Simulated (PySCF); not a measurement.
Zr(OH)2(H)2 (H4O2Zr), SMILES [OH][ZrH2][OH], multiplicity 1.

Geometry: r2SCAN-D4/def2-TZVP. The multiplicity is an assumed one; no other spin state was optimised. The structure was generated by enumeration; whether it is a known compound was not checked. The def2 effective core potentials stand for the cores of Zr; spin–orbit coupling is left out. One conformer was computed; it need not be the lowest.

All values below come from TDA-B3LYP/def2-SVPD in PySCF.

Vertical excitations. The molecule is in vacuum. State labels are in the subgroup C2v.

Computed UV-visible absorptions:
| state | symmetry | energy (eV) | λ (nm) | f | main pairs |
|---|---|---|---|---|---|
| S1 | B2 | 4.31 | 288 | 0.000 | HOMO→LUMO 99 % |
| S2 | A1 | 5.22 | 237 | 0.047 | HOMO−1→LUMO 95 % |
| S3 | B1 | 5.28 | 235 | 0.006 | HOMO→LUMO+1 99 % |
| S4 | A2 | 5.67 | 219 | 0.000 | HOMO−1→LUMO+1 61 %, HOMO→LUMO+3 39 % |
| S5 | A2 | 5.80 | 214 | 0.000 | HOMO→LUMO+3 60 %, HOMO−1→LUMO+1 38 % |
| S6 | B2 | 6.04 | 205 | 0.015 | HOMO→LUMO+2 57 %, HOMO→LUMO+5 39 % |
| S7 | A1 | 6.24 | 199 | 0.008 | HOMO→LUMO+4 74 %, HOMO−1→LUMO+5 20 % |
| S8 | B1 | 6.30 | 197 | 0.059 | HOMO−1→LUMO+3 97 % |
| S9 | B2 | 6.35 | 195 | 0.044 | HOMO→LUMO+2 38 %, HOMO→LUMO+5 37 %, HOMO−1→LUMO+4 23 % |
| S10 | B2 | 6.70 | 185 | 0.018 | HOMO−2→LUMO 84 % |
| T1 | B2 | 3.92 | 316 | 0 | HOMO→LUMO 99 % |
| T2 | A1 | 4.42 | 280 | 0 | HOMO−1→LUMO 99 % |
| T3 | B1 | 4.76 | 260 | 0 | HOMO→LUMO+1 96 % |
| T4 | A2 | 5.11 | 243 | 0 | HOMO−1→LUMO+1 53 %, HOMO→LUMO+3 46 % |
Triplets are in the Tamm–Dancoff approximation.
